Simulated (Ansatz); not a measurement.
Compare A (`C[SiH2]NBCl`) with its isomer B (`C[SiH](N)BCl`).

Computed with Ansatz on PBE0-D4/def2-TZVP structures; ΔE is electronic, products minus reactants. CCSD(T)/CBS adds triple-zeta CCSD(T) − MP2 to the extrapolated MP2 energy (def2 sets, frozen cores). Functionals use def2-TZVPP. One conformer a species, not always the lowest.

Task: Which is lower in electronic energy at CCSD(T)/CBS, and by how much? (Estimate.)

Result: Ansatz gave: A, by 38.4 kcal/mol.

Task: Give E(B) − E(A) in kcal/mol with CCSD(T)/def2-SVP, ωB97M-V, LDA (SPW92), HF/def2-TZVPP, MP2/def2-TZVPP, BLYP-D4, B2PLYP. (Estimate.)

Result: Ansatz gave: CCSD(T)/def2-SVP 42.9, ωB97M-V 39.5, LDA (SPW92) 39.1, HF/def2-TZVPP 41.0, MP2/def2-TZVPP 40.4, BLYP-D4 38.2, B2PLYP 39.8. None reverses the order clearly.

Task: Does the order hold for the free energy at 298.15 K (harmonic terms from PBE0-D4)? (Estimate.)

Result: Ansatz gave: Yes: G(B) − G(A) = +37.8 kcal/mol, for one conformer each. Modes under 60 cm⁻¹, often nearly free rotors, make the harmonic entropy too high.

Largest T1 diagnostic: 0.012.

Leaving LDA and LC-ωPBE aside and taking each functional with its dispersion term where it has one, the values, not all of them listed here, spread over 3.6 kcal/mol, from revPBE-D4 to CAM-B3LYP-D4. LDA lies +2.1 kcal/mol from PBE without D4. From PBE to PBE0 (25 % exact exchange), in def2-TZVPP and without D4, E(B) − E(A) moves by +0.9 kcal/mol.
